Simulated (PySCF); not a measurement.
Computed IR spectrum (relative IR intensity) of a molecule C3H2F3, multiplicity 2. Geometry: PBE-D3(BJ)/def2-SVP. The values are those of a single conformer. All values below come from PBE-D3(BJ)/def2-SVP in PySCF. No scaling factor is applied to the harmonic values.

Lines under 2 % of the strongest are left out, and lines within 2 cm⁻¹ are merged.

```json
[
 {"ν (cm⁻¹)": "660", "relative intensity": "26"},
 {"ν (cm⁻¹)": "769", "relative intensity": "9.2"},
 {"ν (cm⁻¹)": "905", "relative intensity": "7.6"},
 {"ν (cm⁻¹)": "1164", "relative intensity": "65"},
 {"ν (cm⁻¹)": "1313", "relative intensity": "17"},
 {"ν (cm⁻¹)": "1344", "relative intensity": "100"},
 {"ν (cm⁻¹)": "1475", "relative intensity": "13"},
 {"ν (cm⁻¹)": "1553", "relative intensity": "74"}
]
```

**Question.** Which molecule gave these data?
(A) C=[C]C(F)(F)F
(B) F/C=C/[C](F)F
(C) [CH]=CC(F)(F)F
(D) C=C(F)[C](F)F

**Answer.** D, C=C(F)[C](F)F
